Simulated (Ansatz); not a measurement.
```yaml
crystal:
  periodic: [false, false, false]
  atoms:
    - {symbol: B, position_ang: [-1.410901, -0.022452, 1.343774]}
    - {symbol: B, position_ang: [-0.891983, 0.042149, -0.208194]}
    - {symbol: C, position_ang: [0.625683, 0.010336, -0.619416]}
    - {symbol: N, position_ang: [1.022557, -1.025181, -1.224717]}
    - {symbol: O, position_ang: [1.365785, 1.064587, -0.203888]}
    - {symbol: H, position_ang: [-1.654549, 0.979793, 1.956406]}
    - {symbol: H, position_ang: [-1.638017, 0.134448, -0.804021]}
    - {symbol: H, position_ang: [-1.688017, 0.084448, -1.104021]}
    - {symbol: H, position_ang: [2.035223, -1.080972, -1.349149]}
    - {symbol: H, position_ang: [2.278733, 0.954928, -0.502402]}
basis:
  gaussian: {orbitals: def2-SVPD, fitting: {mean_field: def2-universal-jkfit}}
magnetization: {spin_polarized: true, initial_magnetization: 0}
hamiltonian: {xc: {name: wB97}}
```

```sh
$ ansatz run in.yaml --threads 2 --pin off --events-out ev --progress --plain --max-ram 4352MiB
```

It prints (some lines left out):

```
Functional definition: wB97
469 factors; integrals over basis functions are off by at most 2.6e-1 eV
469 factors; integrals over basis functions are off by at most 2.3e-3 eV
mean field evaluation 1: about -5975.9332 eV, gradient 3.3e1 eV
mean field evaluation 2: about -5977.7440 eV, gradient 2.9e1 eV
mean field evaluation 4: about -5980.9152 eV, gradient 1.7e0 eV
mean field evaluation 8: about -5980.9330 eV, gradient 1.0e-1 eV
mean field evaluation 16: about -5980.9335 eV, gradient 1.3e-3 eV
mean field -5980.98304541 eV, -219.7970728630 hartree, gradient 1.5e-5 eV, S^2 0.274148; 5 other end points of the search recorded, 0 dependent functions left out
reference -5980.98302896 eV, -219.7970722583 hartree; 18, 18 occupied and 125, 125 virtual orbitals, 469 factors
Total energy: -5980.98302896 eV, -219.7970722583 hartree
```

**Question.** Something in this input is off. What?

**Answer.** One atom was put on top of another. The run converged. The result belongs to that input, not to the molecule as meant.
